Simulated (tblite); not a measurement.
Compound: C8H12FN.
Atom-mapped SMILES: `[CH2:1]=[CH:2][C@H:3]([CH3:4])[CH2:5]/[CH:6]=[C:7](\[F:8])[N:9]=[CH2:10]` (hydrogens: H11, H12 on C1; H13 on C2; H14 on C3; H15, H16, H17 on C4; H18, H19 on C5; H20 on C6; H21, H22 on C10)

Computed with GFN2-xTB (tblite), gas phase: L-BFGS steps from a force-field or distance-geometry start until the largest atomic force falls under 0.01 eV/Å.

Step 18: E = -838.9033 eV
```
atom  x, y, z in Å  |  force x, y, z in eV/Å
C1     -2.0363    1.4853    1.4027    0.030  -0.004   0.004
C2     -1.9956    0.3474    0.7364   -0.022   0.009  -0.009
C3     -1.2922    0.1541   -0.5727   -0.015   0.010   0.014
C4     -2.3098   -0.2212   -1.6526    0.010  -0.002   0.019
C5     -0.2269   -0.9570   -0.4645   -0.024   0.022  -0.008
C6      0.9008   -0.5636    0.4240    0.005  -0.035  -0.013
C7      2.1483   -0.3716   -0.0091   -0.003  -0.001  -0.025
F8      2.4207   -0.5478   -1.3470    0.038   0.000   0.004
N9      3.1811   -0.0243    0.7986   -0.011   0.008  -0.005
C10     4.3577    0.1430    0.3660   -0.009  -0.001   0.015
H11    -2.5714    1.5905    2.3319    0.018  -0.008  -0.017
H12    -1.5256    2.3636    1.0427   -0.011   0.020   0.017
H13    -2.5164   -0.5246    1.1121    0.016  -0.007  -0.003
H14    -0.7981    1.0882   -0.8594    0.008  -0.018   0.010
H15    -3.0719    0.5508   -1.7379    0.012  -0.019   0.006
H16    -2.7939   -1.1619   -1.3981   -0.022   0.008  -0.033
H17    -1.8180   -0.3315   -2.6168   -0.018  -0.004   0.014
H18     0.1559   -1.1742   -1.4628   -0.017  -0.018   0.001
H19    -0.7038   -1.8595   -0.0711    0.015   0.018   0.010
H20     0.7062   -0.4115    1.4734   -0.004   0.012  -0.016
H21     5.1209    0.4101    1.0799    0.001   0.012   0.016
H22     4.6579    0.0349   -0.6770    0.004  -0.004   0.002
```

Step 19: E = -838.9037 eV
```
atom  x, y, z in Å  |  force x, y, z in eV/Å
C1     -2.0350    1.4856    1.4032    0.023  -0.003   0.013
C2     -1.9946    0.3476    0.7372   -0.022  -0.003  -0.023
C3     -1.2923    0.1541   -0.5725   -0.009   0.006   0.004
C4     -2.3101   -0.2207   -1.6526    0.007  -0.006   0.022
C5     -0.2282   -0.9584   -0.4652   -0.009   0.023  -0.008
C6      0.9016   -0.5636    0.4208   -0.018  -0.037  -0.002
C7      2.1489   -0.3716   -0.0128   -0.017  -0.004  -0.007
F8      2.4223   -0.5494   -1.3494    0.044  -0.002  -0.010
N9      3.1796   -0.0236    0.7969   -0.028   0.008   0.003
C10     4.3571    0.1436    0.3676   -0.005   0.002   0.027
H11    -2.5696    1.5889    2.3327    0.017  -0.002  -0.012
H12    -1.5259    2.3651    1.0438   -0.010   0.014   0.014
H13    -2.5150   -0.5250    1.1130    0.020   0.004  -0.002
H14    -0.7976    1.0880   -0.8590    0.009  -0.019   0.009
H15    -3.0723    0.5510   -1.7393    0.009  -0.018   0.016
H16    -2.7934   -1.1618   -1.3968   -0.025   0.015  -0.040
H17    -1.8190   -0.3306   -2.6171   -0.011  -0.010   0.015
H18     0.1540   -1.1774   -1.4640   -0.031  -0.017   0.018
H19    -0.7057   -1.8598   -0.0685    0.026   0.032  -0.002
H20     0.7074   -0.4089    1.4703    0.000   0.009  -0.027
H21     5.1175    0.4113    1.0837    0.015   0.016   0.022
H22     4.6597    0.0349   -0.6736    0.016  -0.006  -0.028
```

Step 20: E = -838.9043 eV
```
atom  x, y, z in Å  |  force x, y, z in eV/Å
C1     -2.0326    1.4858    1.4041    0.009  -0.002   0.020
C2     -1.9936    0.3480    0.7380   -0.015  -0.014  -0.034
C3     -1.2927    0.1542   -0.5722    0.001  -0.002  -0.010
C4     -2.3105   -0.2200   -1.6521   -0.002  -0.010   0.016
C5     -0.2301   -0.9600   -0.4662    0.012   0.016  -0.006
C6      0.9025   -0.5644    0.4160   -0.037  -0.027   0.008
C7      2.1494   -0.3717   -0.0180   -0.026  -0.009   0.014
F8      2.4255   -0.5515   -1.3530    0.044  -0.005  -0.024
N9      3.1772   -0.0224    0.7948   -0.038   0.009   0.010
C10     4.3561    0.1445    0.3702    0.001   0.006   0.033
H11    -2.5668    1.5867    2.3338    0.012   0.005   0.001
H12    -1.5264    2.3675    1.0457   -0.006   0.003   0.009
H13    -2.5127   -0.5256    1.1142    0.022   0.015   0.000
H14    -0.7967    1.0873   -0.8583    0.009  -0.013   0.005
H15    -3.0727    0.5510   -1.7410    0.000  -0.010   0.029
H16    -2.7932   -1.1613   -1.3959   -0.027   0.017  -0.043
H17    -1.8207   -0.3296   -2.6171    0.002  -0.017   0.012
H18     0.1508   -1.1823   -1.4654   -0.045  -0.013   0.031
H19    -0.7077   -1.8597   -0.0648    0.031   0.039  -0.014
H20     0.7091   -0.4050    1.4654    0.004   0.003  -0.033
H21     5.1130    0.4132    1.0894    0.022   0.017   0.023
H22     4.6623    0.0347   -0.6691    0.026  -0.008  -0.047
```

Problem. Estimate the geometry and energy of step 21. (The exact step hangs on the optimiser's Hessian estimate; all steps are aligned on step 20, rigid shifts and turns removed.)

Solution. E = -838.9050 eV, largest force 0.060 eV/Å
```
atom  x, y, z in Å  |  force x, y, z in eV/Å
C1     -2.0296    1.4859    1.4053   -0.006  -0.002   0.020
C2     -1.9928    0.3485    0.7384   -0.001  -0.015  -0.033
C3     -1.2933    0.1543   -0.5720    0.010  -0.008  -0.023
C4     -2.3110   -0.2194   -1.6515   -0.012  -0.011   0.001
C5     -0.2322   -0.9615   -0.4675    0.025   0.005   0.000
C6      0.9030   -0.5657    0.4105   -0.038  -0.004   0.011
C7      2.1496   -0.3720   -0.0239   -0.020  -0.012   0.027
F8      2.4303   -0.5539   -1.3572    0.034  -0.008  -0.023
N9      3.1740   -0.0207    0.7926   -0.031   0.009   0.012
C10     4.3549    0.1456    0.3736    0.006   0.008   0.025
H11    -2.5633    1.5841    2.3352    0.007   0.011   0.017
H12    -1.5273    2.3703    1.0482    0.000  -0.011   0.001
H13    -2.5098   -0.5259    1.1158    0.018   0.021   0.002
H14    -0.7955    1.0863   -0.8574    0.009  -0.003  -0.002
H15    -3.0732    0.5507   -1.7425   -0.010   0.004   0.041
H16    -2.7938   -1.1606   -1.3958   -0.030   0.010  -0.038
H17    -1.8226   -0.3288   -2.6169    0.017  -0.022   0.005
H18     0.1463   -1.1883   -1.4666   -0.052  -0.007   0.029
H19    -0.7094   -1.8589   -0.0608    0.025   0.032  -0.020
H20     0.7112   -0.4006    1.4592    0.003  -0.004  -0.029
H21     5.1084    0.4158    1.0962    0.017   0.015   0.016
H22     4.6655    0.0342   -0.6644    0.029  -0.007  -0.039
```

The energy changes by -0.0007 eV. The first-order estimate −F·Δx gives -0.0009 eV and the mean of the old and new forces, exact on a quadratic surface, -0.0006 eV. The step makes an angle of 76° with the force vector and moves no atom by more than 0.009 Å.

The cost below is that of the whole relaxation. On AMD EPYC, one thread, shared host, this took 3.6 s wall, 2.2 s CPU.
